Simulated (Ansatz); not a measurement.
# One reagent, a row of partners

Four-centre ligand exchange: BClF₂ ([F][B]([F])[Cl]) meets different reagents, and the same bond of it breaks. Each row is one chosen step, not always the lowest open to these reactants.

Gas-phase electronic energies, without zero-point energy, by CCSD(T) at an estimated basis limit (MP2 extrapolated from triple and quadruple zeta, plus CCSD(T) − MP2 in triple zeta); Ansatz 0.2.0, def2-TZVPP and QZVPP, frozen cores, on PBE0-D4/def2-TZVP structures. Extrapolation: Hartree–Fock as exp(−7.88 √X), correlation as X^−2.97. All energies, in kJ/mol, count from the separated reactants, without counterpoise correction; the start and end structures are the complexes reached by relaxing down from the saddle, and deeper ones may exist. Brackets give SMILES, or, where every atom is bracketed, only which atoms are joined. Steps whose reference was doubtful or whose search ended elsewhere are left out.

| reactants | products | broken | formed | start structure | saddle | end structure | saddle by PBE0-D4/TZ |
| --- | --- | --- | --- | --- | --- | --- | --- |
| BClF₂ ([F][B]([F])[Cl]) + H₂O | BHOF₂ ([OH][B]([F])[F]) + HCl | B–Cl, H–O | B–O, Cl–H | -35.8 | ? | -66.4 | 22.6 |
| BClF₂ ([F][B]([F])[Cl]) + H₂O₂ ([OH][OH]) | BHO₂F₂ ([OH][O][B]([F])[F]) + HCl | B–Cl, H–O | B–O, Cl–H | -28.9 | 56.3 | -50.5 | 40.5 |
| BClF₂ ([F][B]([F])[Cl]) + NH₃ | BNH₂F₂ ([NH2][B]([F])[F]) + HCl | B–Cl, H–N | B–N, Cl–H | -99.9 | 23.0 | -47.5 | 5.4 |
| BClF₂ ([F][B]([F])[Cl]) + HBr | BBrF₂ ([F][B]([F])[Br]) + HCl | Br–H, B–Cl | B–Br, Cl–H | -9.4 | 98.6 | 0.9 | 76.2 |

Problem. What is the height of the saddle for BClF₂ ([F][B]([F])[Cl]) + H₂O? (Judge from chemistry; the value comes from the calculation.)

Solution. Computed: 42.2 kJ/mol relative to the separated reactants, between the members at 23.0 and 56.3; above its start structure the barrier is 42.2 − (-35.8) ≈ 77.9 kJ/mol.

Problem. How do the PBE0-D4 saddles lie against the coupled-cluster estimate?

Solution. All lower, by 15.9 to 22.4 kJ/mol.

The T1 diagnostic stays at or below 0.013. The filled d shells of Br are correlated in sets not built for that, so values that involve them are less sure.

For scale, one of the runs: CCSD(T)/def2-TZVPP, 225 basis functions, launched by `ansatz run in.yaml --threads 4 --pin off --events-out ev --progress --plain --max-ram 9574MiB`. Time: 2.6 min of wall clock on 4 CPU threads of an Arm Neoverse V1; the host was shared. Peak host memory: 4.1 GiB.
